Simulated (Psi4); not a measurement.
BF2, doublet, geometry from GFN2-xTB, with bond 1-2 at 1.3 times its length; SVWN/def2-SVP (Psi4).

Input for Psi4:
```
memory 2 GB

molecule {
0 2
F    -1.42373320   -0.41489857    0.07161022
B    -0.01799801    0.56075196   -0.01779468
F     1.10933166   -0.12178042   -0.04109239
}

set {
  basis def2-svp
  reference uks
  scf_type cd
}

energy('svwn')
print_variables()
```

What the program printed (banner, timings and long lists left out):

```
   => Loading Basis Set <=

    Name: DEF2-SVP
    Role: ORBITAL
    Keyword: BASIS

         ---------------------------------------------------------
                                   SCF
               by Justin Turney, Rob Parrish, Andy Simmonett
                          and Daniel G. A. Smith
                              UKS Reference
         ---------------------------------------------------------

  ==> Geometry <==

    Molecular point group: cs
    Full point group: Cs

    Geometry (in Angstrom), charge = 0, multiplicity = 2:

       Center              X                  Y                   Z               Mass
    ------------   -----------------  -----------------  -----------------  -----------------
         F           -1.299324233316    -0.332997160689     0.000000000000    18.998403162730
         B            0.108882895017     0.643184841271     0.000000000000    11.009305360000
         F            1.236228138899    -0.039719338683     0.000000000000    18.998403162730

  Running in cs symmetry.

  Rotational constants: A =      3.05086  B =      0.27013  C =      0.24816 [cm^-1]
  Rotational constants: A =  91462.33563  B =   8098.44347  C =   7439.70228 [MHz]
  Nuclear repulsion =   48.757265107389237

  Charge       = 0
  Multiplicity = 2
  Electrons    = 23
  Nalpha       = 12
  Nbeta        = 11

  ==> Algorithm <==

  SCF Algorithm Type is CD.
  DIIS enabled.
  MOM disabled.
  Fractional occupation disabled.
  Guess Type is SAD.
  Energy threshold   = 1.00e-06
  Density threshold  = 1.00e-06
  Integral threshold = 1.00e-12

  ==> Primary Basis <==

  Basis Set: DEF2-SVP
    Blend: DEF2-SVP
    Number of shells: 18
    Number of basis functions: 42
    Number of Cartesian functions: 45
    Spherical Harmonics?: true
    Max angular momentum: 2

  ==> DFT Potential <==

   => LibXC <=

    Version 7.1.2
    S. Lehtola, C. Steigemann, M. J. T. Oliveira, and M. A. L. Marques,  SoftwareX 7, 1–5 (2018) (10.1016/j.softx.2017.11.002)

   => Composite Functional: SVWN <=

    Slater exchange
    Vosko, Wilk & Nusair (VWN5_RPA)
    P. A. M. Dirac,  Math. Proc. Cambridge Philos. Soc. 26, 376 (1930) (10.1017/S0305004100016108)
    F. Bloch,  Z. Phys. 57, 545 (1929) (10.1007/BF01340281)
    S. H. Vosko, L. Wilk, and M. Nusair,  Can. J. Phys. 58, 1200 (1980) (10.1139/p80-159)

    Deriv               =              1
    GGA                 =          FALSE
    Meta                =          FALSE

    Exchange Hybrid     =          FALSE
    MP2 Hybrid          =          FALSE

   => Exchange Functionals <=

    1.0000         XC_LDA_X

   => Correlation Functionals <=

    1.0000   XC_LDA_C_VWN_RPA

   => LibXC Density Thresholds  <==

    XC_LDA_C_VWN_RPA:  1.00E-15
    XC_LDA_X:  1.00E-15

   => Molecular Quadrature <=

    Radial Scheme          =       TREUTLER
    Pruning Scheme         =           NONE
    Nuclear Scheme         =       TREUTLER

    Blocking Scheme        =         OCTREE
    BS radius alpha        =              1
    Pruning alpha          =              1
    Radial Points          =             75
    Spherical Points       =            302
    Total Points           =          65881
    Total Blocks           =            552
    Max Points             =            255
    Max Functions          =             41
    Weights Tolerance      =       1.00E-15

  ==> Integral Setup <==

  ==> CDJK: Cholesky-decomposed J/K Matrices <==

    J tasked:                     Yes
    K tasked:                      No
    wK tasked:                     No
    Integrals threads:              1
    Algorithm:                   Core
    Integral Cache:              NONE
    Schwarz Cutoff:             1E-12
    Cholesky tolerance:      1.00E-04
    No. Cholesky vectors:         217

  Minimum eigenvalue in the overlap matrix is 3.5823207291E-02.
  Reciprocal condition number of the overlap matrix is 1.1490819968E-02.
    Using symmetric orthogonalization.

  ==> Pre-Iterations <==

  SCF Guess: Superposition of Atomic Densities via on-the-fly atomic UHF (no occupation information).

   -------------------------
    Irrep   Nso     Nmo
   -------------------------
     A'        30      30
     A"        12      12
   -------------------------
    Total      42      42
   -------------------------

  ==> Iterations <==

                        Total Energy        Delta E     RMS |[F,P]|

   @UKS iter SAD:  -222.72619524624594   -2.22726e+02   0.00000e+00
   @UKS iter   1:  -223.18439683440761   -4.58202e-01   1.28153e-02 ADIIS/DIIS
   @UKS iter   2:  -222.14685833603178    1.03754e+00   5.15688e-02 ADIIS/DIIS
   @UKS iter   3:  -223.20875791588136   -1.06190e+00   1.03000e-02 ADIIS/DIIS
   @UKS iter   4:  -223.23573137382485   -2.69735e-02   4.43910e-03 ADIIS/DIIS
   @UKS iter   5:  -223.24295076018507   -7.21939e-03   3.21109e-04 ADIIS/DIIS
   @UKS iter   6:  -223.24301735347973   -6.65933e-05   7.86959e-05 DIIS
   @UKS iter   7:  -223.24302035355723   -3.00008e-06   2.34403e-05 DIIS
   @UKS iter   8:  -223.24302065821141   -3.04654e-07   2.24790e-06 DIIS
   @UKS iter   9:  -223.24302066126702   -3.05562e-09   7.40428e-07 DIIS
  Energy and wave function converged.

  ==> Post-Iterations <==

   Electrons on quadrature grid:
      Nalpha   =   11.9999935300 ; deviation = -6.470e-06
      Nbeta    =   10.9999923714 ; deviation = -7.629e-06
      Ntotal   =   22.9999859014 ; deviation = -1.410e-05

   @Spin Contamination Metric:   2.197034415E-03
   @S^2 Expected:                7.500000000E-01
   @S^2 Observed:                7.521970344E-01
   @S   Expected:                5.000000000E-01
   @S   Observed:                5.000000000E-01

    Orbital Energies [Eh]
    ---------------------

    Alpha Occupied:

       1Ap   -24.193857     2Ap   -24.090774     3Ap    -6.633332
       4Ap    -1.170841     5Ap    -1.006728     6Ap    -0.570395
       7Ap    -0.485754     1App   -0.485663     8Ap    -0.429345
       2App   -0.344913     9Ap    -0.339776    10Ap    -0.269267

    Alpha Virtual:

       3App   -0.134799    11Ap    -0.015253    12Ap     0.054581
      13Ap     0.159998     4App    0.207115    14Ap     0.215585
      15Ap     0.335906     5App    0.846341    16Ap     0.869629
       6App    0.910174    17Ap     0.954849    18Ap     0.979434
      19Ap     1.117436     7App    1.133050    20Ap     1.173174
       8App    1.205188    21Ap     1.211604    22Ap     1.387127
      23Ap     1.462995    24Ap     1.623421     9App    2.883188
      25Ap     2.885994    26Ap     2.973100    10App    2.991891
      27Ap     2.995958    11App    3.029428    12App    3.141700
      28Ap     3.167599    29Ap     3.305277    30Ap     3.590455

    Beta Occupied:

       1Ap   -24.192235     2Ap   -24.086643     3Ap    -6.619147
       4Ap    -1.167247     5Ap    -0.999222     6Ap    -0.564715
       1App   -0.481875     7Ap    -0.478997     8Ap    -0.411498
       2App   -0.340480     9Ap    -0.332873

    Beta Virtual:

      10Ap    -0.199633     3App   -0.099290    11Ap     0.010335
      12Ap     0.073116    13Ap     0.193721     4App    0.227831
      14Ap     0.235698    15Ap     0.361597     5App    0.877826
      16Ap     0.908285     6App    0.947468    17Ap     0.969810
      18Ap     0.999557    19Ap     1.135389     7App    1.148899
      20Ap     1.180566     8App    1.216069    21Ap     1.229270
      22Ap     1.404035    23Ap     1.485951    24Ap     1.633290
       9App    2.885304    25Ap     2.888059    26Ap     2.980939
      10App    2.995978    27Ap     3.000178    11App    3.035451
      12App    3.147676    28Ap     3.174641    29Ap     3.318072
      30Ap     3.596882

    Final Occupation by Irrep:
             Ap   App
    DOCC [     9,    2 ]
    SOCC [     1,    0 ]
    NA   [    10,    2 ]
    NB   [     9,    2 ]

  @UKS Final Energy:  -223.24302066126702

   => Energetics <=

    Nuclear Repulsion Energy =             48.7572651073892374
    One-Electron Energy =                -408.0076338423455127
    Two-Electron Energy =                 159.7217273760376202
    DFT Exchange-Correlation Energy =     -23.7143793023483518
    Empirical Dispersion Energy =           0.0000000000000000
    VV10 Nonlocal Energy =                  0.0000000000000000
    Total Energy =                       -223.2430206612670247

  UHF NO Occupations:
  HONO-2 :    9 Ap 1.9996835
  HONO-1 :    2App 1.9993550
  HONO-0 :   10 Ap 1.0000000
  LUNO+0 :    3App 0.0006450
  LUNO+1 :   11 Ap 0.0003165
  LUNO+2 :   12 Ap 0.0001212
  LUNO+3 :   13 Ap 0.0000072

Computation Completed

Properties will be evaluated at   0.000000,   0.000000,   0.000000 [a0]

Properties computed using the SCF density matrix

 Multipole Moments:

 ------------------------------------------------------------------------------------
     Multipole            Electronic (a.u.)      Nuclear  (a.u.)        Total (a.u.)
 ------------------------------------------------------------------------------------

 L = 1.  Multiply by 2.5417464519 to convert [e a0] to [Debye]
 Dipole X            :          0.6414774           -0.0443148            0.5971627
 Dipole Y            :          0.6716634           -0.2617730            0.4098904
 Dipole Z            :          0.0000000            0.0000000            0.0000000
 Magnitude           :                                                    0.7243020

 ------------------------------------------------------------------------------------

  Variable Map:
  ----------------------------------------------------------------------------
  "CURRENT ENERGY"              =>    -223.243020661267
  "CURRENT REFERENCE ENERGY"    =>    -223.243020661267
  "DD SOLVATION ENERGY"         =>       0.000000000000
  "DFT FUNCTIONAL TOTAL ENERGY" =>    -223.243020661267
  "DFT TOTAL ENERGY"            =>    -223.243020661267
  "DFT VV10 ENERGY"             =>       0.000000000000
  "DFT XC ENERGY"               =>     -23.714379302348
  "GRID ELECTRONS ALPHA"        =>      11.999993529997
  "GRID ELECTRONS BETA"         =>      10.999992371436
  "GRID ELECTRONS TOTAL"        =>      22.999985901433
  "NUCLEAR REPULSION ENERGY"    =>      48.757265107389
  "ONE-ELECTRON ENERGY"         =>    -408.007633842346
  "PCM POLARIZATION ENERGY"     =>       0.000000000000
  "PE ENERGY"                   =>       0.000000000000
  "SCF ITERATION ENERGY"        =>    -223.243020661267
  "SCF ITERATIONS"              =>       9.000000000000
  "SCF TOTAL ENERGY"            =>    -223.243020661267
  "TWO-ELECTRON ENERGY"         =>     159.721727376038
  "XC GRID RADIAL POINTS"       =>      75.000000000000
  "XC GRID SPHERICAL POINTS"    =>     302.000000000000
  "XC GRID TOTAL POINTS"        =>   65881.000000000000

  Array Variable Map:
  ----------------------------------------------------------------------------
  "CURRENT DIPOLE"              =>       0.597162651656 ... 0.000000000000 1 by 3
  "SCF DIPOLE"                  =>       0.597162651656 ... 0.000000000000 1 by 3
  "SCF TOTAL ENERGIES"          =>    -222.726195246246 ... -223.243020661267 1 by 10
```
